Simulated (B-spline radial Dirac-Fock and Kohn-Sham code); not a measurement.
The Mg-like isoelectronic sequence (12 electrons), Z = 53 to 68

Calculated with an atomic code on a B-spline grid, using multi-electron Dirac-Fock with separately optimised hole states, Breit and Lamb-shift corrections added in first order. Binding energies in eV, tabulated ground configurations ([Ne] 3s2 throughout). The model has no electron correlation.

| ion | 1s | 2s | 2p3/2 | outermost level | NIST ionisation energy |
| --- | --- | --- | --- | --- | --- |
| I⁴¹⁺ | 35878.0 | 7729.9 | 7112.2 | 3096.3 (3s) | 3096 ± 4 |
| Xe⁴²⁺ | 37368.7 | 8081.5 | 7429.4 | 3242.5 (3s) | 3243 ± 4 |
| Cs⁴³⁺ | 38893.5 | 8442.0 | 7753.5 | 3392.4 (3s) | 3392 ± 4 |
| Ba⁴⁴⁺ | 40452.9 | 8811.5 | 8084.7 | 3546.1 (3s) | 3546 ± 4 |
| La⁴⁵⁺ | 42047.1 | 9190.1 | 8422.9 | 3703.5 (3s) | 3704 ± 4 |
| Ce⁴⁶⁺ | 43676.6 | 9577.9 | 8768.2 | 3864.7 (3s) | 3865 ± 4 |
| Pr⁴⁷⁺ | ? | ? | ? | ? | ? |
| Nd⁴⁸⁺ | 47042.6 | 10381.6 | 9479.9 | 4198.7 (3s) | 4198 ± 4 |
| Pm⁴⁹⁺ | 48779.9 | 10797.7 | 9846.3 | 4371.5 (3s) | 4371 ± 4 |
| Sm⁵⁰⁺ | 50553.7 | 11223.5 | 10219.9 | 4548.3 (3s) | 4548 ± 4 |
| Eu⁵¹⁺ | 52365.0 | 11659.2 | 10600.6 | 4729.2 (3s) | 4729 ± 4 |
| Gd⁵²⁺ | 54213.9 | 12104.9 | 10988.4 | 4914.0 (3s) | 4914 ± 4 |
| Tb⁵³⁺ | 56101.4 | 12560.7 | 11383.4 | 5103.0 (3s) | 5103 ± 5 |
| Dy⁵⁴⁺ | 58026.5 | 13026.6 | 11785.5 | 5296.2 (3s) | 5296 ± 5 |
| Ho⁵⁵⁺ | 59991.4 | 13503.1 | 12194.7 | 5493.5 (3s) | 5494 ± 5 |
| Er⁵⁶⁺ | 61995.6 | 13990.1 | 12611.1 | 5695.1 (3s) | 5695 ± 5 |

Problem. Fill in the row of Pr⁴⁷⁺.

Solution. 1s 45341.6, 2s 9975.0, 2p3/2 9120.5, outermost 4029.7 (3s), NIST 4030 ± 4 eV.

NIST's values are for the lowest levels; a dash marks a value that is missing or belongs to another shell. Their kind here: theoretical.
